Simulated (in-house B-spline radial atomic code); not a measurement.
**Ionising Lu³⁵⁺ with different functionals**

Computed with a B-spline radial code for spherical atoms: scalar-relativistic (spin-free X2C) Hamiltonian, Fermi nucleus of rms radius 5.37 fm, spin-polarised at highest spin, spherical fractional occupations for the functionals. The ionisation energy is the difference of two self-consistent energies, [Ar] 3d10 4s2 4p6 → [Ar] 3d10 4s2 4p5, without Breit or QED terms; ε is the level of the shell that loses the electron (its least bound occupied spin orbital). There is no spin-orbit coupling in this Hamiltonian.

Hybrids are left out here: with spherical fractional occupations of an open shell their exact exchange keeps a self-interaction that integer-occupation calculations don't have.

```
           method      rung  ΔSCF (eV)  -ε(4p) (eV)
LDA exchange-only       LDA          ?            ?
         LDA VWN5       LDA    1616.90      1591.71
             OLYP       GGA    1618.99      1594.20
          revTPSS  meta-GGA          ?            ?
           r2SCAN  meta-GGA    1618.42      1593.92
```

Q: What does LDA exchange-only give?

A: ΔSCF 1614.10 eV, and -ε(4p) = 1589.00 eV.

Q: What does revTPSS give?

A: ΔSCF 1617.36 eV, and -ε(4p) = 1592.58 eV.

Q: How do they compare with the NIST value?

A: NIST lists 1591 eV ± 5 (tabulated theory, ground level to ground level). Errors run from +23.10 to +27.99 eV. The correlated functionals all miss on the same side by more than they spread, so the cause is common to them (spin-orbit coupling, Breit-QED terms, multiplet and fine-structure energies, or a listed next ion that isn't the cheapest removal here) and closeness doesn't rank the functionals.
